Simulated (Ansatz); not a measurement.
Abridged output of a molecular run in Ansatz:

```
Functional definition: HF
1761 factors; integrals over basis functions are off by at most 1.0e-3 eV
mean field evaluation 1: about -7130.0125 eV, gradient 7.2e1 eV
mean field evaluation 2: about -7130.1670 eV, gradient 7.2e1 eV
mean field evaluation 4: about -7139.9056 eV, gradient 1.4e1 eV
mean field evaluation 8: about -7140.3779 eV, gradient 1.1e0 eV
mean field evaluation 16: about -7140.3817 eV, gradient 2.7e-6 eV
mean field -7140.38167405 eV, -262.4041865970 hartree, gradient 2.7e-6 eV, S^2 0.000000; 0 other end points of the search recorded, 0 dependent functions left out
4 core orbitals not correlated: weight in the atoms' cores, before any rotation towards them, 1.000 or more for the frozen orbitals, at most 0.000 for the correlated occupied ones
reference -7140.38167405 eV, -262.4041865970 hartree; 20, 20 occupied and 268, 268 virtual orbitals, 1761 factors
second order -35.72985515 eV of doubles, -0.00000000 eV of singles
cycle   1  -34.14124860 eV  change     1.6e0 eV  update   2.3e-1
cycle   2  -35.30311779 eV  change    -1.2e0 eV  update   1.3e-1
cycle   3  -35.64815786 eV  change   -3.5e-1 eV  update   3.9e-2
cycle   4  -35.66085108 eV  change   -1.3e-2 eV  update   1.6e-2
cycle   5  -35.64285668 eV  change    1.8e-2 eV  update   5.3e-3
cycle   6  -35.64479036 eV  change   -1.9e-3 eV  update   2.7e-3
cycle   7  -35.64474867 eV  change    4.2e-5 eV  update   9.0e-4
cycle   8  -35.64443889 eV  change    3.1e-4 eV  update   4.1e-4
cycle   9  -35.64467230 eV  change   -2.3e-4 eV  update   1.2e-4
cycle  10  -35.64475873 eV  change   -8.6e-5 eV  update   5.8e-5
cycle  11  -35.64464780 eV  change    1.1e-4 eV  update   2.4e-5
cycle  12  -35.64464462 eV  change    3.2e-6 eV  update   1.2e-5
perturbative correction -1.86230032 eV, -0.0684382744 hartree
Total energy: -7177.88861899 eV, -263.7825414003 hartree
```

Its atoms:

Cartesian coordinates in Å:
```
C -1.754 0.594 0.142
Nb 0.261 -0.225 0.072
N 0.227 -1.662 1.063
N 0.631 -0.747 -1.805
N 1.477 1.102 0.904
H -1.810 1.508 -0.463
H -2.485 -0.118 -0.251
H -2.042 0.848 1.166
H 0.155 -2.481 1.645
H 0.833 -0.086 -2.544
H 0.755 -1.685 -2.154
H 1.981 0.992 1.771
H 1.771 1.958 0.453
```

**Question.** Which basis set was used?
A. def2-TZVPP
B. def2-SVPD
C. def2-QZVPP
D. cc-pV(Q+d)Z

**Answer.** A. It gives 292 functions.

**Question.** Write the keys of the input that set method, charge and spin (a neutral closed shell needs none for the last two).

**Answer.** 
```yaml
correlation: {method: ccsd_t}
```
